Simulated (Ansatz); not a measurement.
`C[O][Ti]([Cl])([Se]C)[N](C)C` at its PBE0-D4/def2-TZVP geometry, where that method's forces vanish. Total charge 0; spin multiplicity 1.

```json
{"atom": "C1", "x (Å)": "-1.528", "y (Å)": "0.213", "z (Å)": "-2.463"}
{"atom": "O2", "x (Å)": "-0.890", "y (Å)": "0.620", "z (Å)": "-1.295"}
{"atom": "Ti3", "x (Å)": "0.350", "y (Å)": "0.548", "z (Å)": "-0.051"}
{"atom": "Cl4", "x (Å)": "1.798", "y (Å)": "2.256", "z (Å)": "-0.119"}
{"atom": "Se5", "x (Å)": "1.533", "y (Å)": "-1.544", "z (Å)": "-0.322"}
{"atom": "C6", "x (Å)": "2.488", "y (Å)": "-1.056", "z (Å)": "-1.970"}
{"atom": "N7", "x (Å)": "-0.459", "y (Å)": "0.283", "z (Å)": "1.590"}
{"atom": "C8", "x (Å)": "-1.835", "y (Å)": "-0.014", "z (Å)": "1.891"}
{"atom": "C9", "x (Å)": "0.393", "y (Å)": "0.382", "z (Å)": "2.755"}
{"atom": "H10", "x (Å)": "-1.282", "y (Å)": "-0.830", "z (Å)": "-2.688"}
{"atom": "H11", "x (Å)": "-1.218", "y (Å)": "0.844", "z (Å)": "-3.302"}
{"atom": "H12", "x (Å)": "-2.612", "y (Å)": "0.302", "z (Å)": "-2.343"}
{"atom": "H13", "x (Å)": "3.029", "y (Å)": "-1.941", "z (Å)": "-2.301"}
{"atom": "H14", "x (Å)": "1.786", "y (Å)": "-0.755", "z (Å)": "-2.746"}
{"atom": "H15", "x (Å)": "3.187", "y (Å)": "-0.249", "z (Å)": "-1.764"}
{"atom": "H16", "x (Å)": "-2.268", "y (Å)": "0.756", "z (Å)": "2.543"}
{"atom": "H17", "x (Å)": "-1.921", "y (Å)": "-0.978", "z (Å)": "2.408"}
{"atom": "H18", "x (Å)": "-2.422", "y (Å)": "-0.061", "z (Å)": "0.974"}
{"atom": "H19", "x (Å)": "0.399", "y (Å)": "-0.562", "z (Å)": "3.313"}
{"atom": "H20", "x (Å)": "1.424", "y (Å)": "0.605", "z (Å)": "2.465"}
{"atom": "H21", "x (Å)": "0.051", "y (Å)": "1.181", "z (Å)": "3.425"}
```

(1) For each bond, give half the difference of the two atoms' forces along it (eV/Å; positive pushes the atoms apart) under PBE-D4, r2SCAN-D4, B3LYP-D4, ωB97M-V in def2-TZVPP. (Estimate.)

Results:

(1) The calculation gave: 
```csv
bond,length (Å),PBE-D4,r2SCAN-D4,B3LYP-D4,ωB97M-V
C1–O2,1.392,0.02,0.10,0.17,0.44
C1–H12,1.094,0.10,-0.05,-0.09,-0.15
O2–Ti3,1.758,0.25,0.18,0.08,-0.17
Ti3–N7,1.849,0.29,0.17,0.06,-0.29
Se5–C6,1.966,0.20,0.18,0.32,0.06
C6–H13,1.089,0.09,-0.05,-0.10,-0.06
C6–H14,1.089,0.09,-0.04,-0.09,-0.05
C6–H15,1.088,0.10,-0.05,-0.10,-0.07
N7–C8,1.439,-0.08,0.02,0.13,0.32
C8–H16,1.098,0.11,-0.03,-0.07,-0.13
C8–H17,1.098,0.12,-0.03,-0.07,-0.13
C8–H18,1.090,0.10,-0.04,-0.10,-0.09
C9–H20,1.094,0.08,-0.06,-0.12,-0.09
```

B3LYP here is the variant with VWN-RPA as its local correlation; programs differ in this.

Computed with Ansatz.
